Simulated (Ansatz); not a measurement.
`N[SiH2][O][GeH2][NH2]` + `N[SiH](O)[Si](N)(O)O` → `[NH2][GeH2][Si](N)(O)O` + `N[SiH2]O[SiH](N)O`  (redistribution)

Gas-phase electronic energies from Ansatz, PBE0-D4/def2-TZVP geometries. CCSD(T)/CBS adds triple-zeta CCSD(T) − MP2 to the extrapolated MP2 energy (def2 sets, frozen cores). Functionals use def2-TZVPP. For Ge outer-core shells are correlated without core-valence functions, which leaves a few kJ/mol of doubt a bond. Scalar relativity is left out up to krypton. One conformer a species, not always the lowest.

```tsv
species	B2PLYP energy (Eh)
`N[SiH2][O][GeH2][NH2]`	-2555.62367
`N[SiH](O)[Si](N)(O)O`	-918.91776
`[NH2][GeH2][Si](N)(O)O`	-2630.88114
`N[SiH2]O[SiH](N)O`	-843.69568
```

Question: Work out ΔE.

Answer: ΔE = (-2630.88114) + (-843.69568) − (-2555.62367) − (-918.91776) = -0.03539 Eh = -0.96 eV. CCSD(T)/CBS gives -0.99 eV.

Largest T1 diagnostic among the species: 0.012.

From PBE to PBE0 (25 % exact exchange), in def2-TZVPP and without D4, ΔE moves by −0.06 eV.
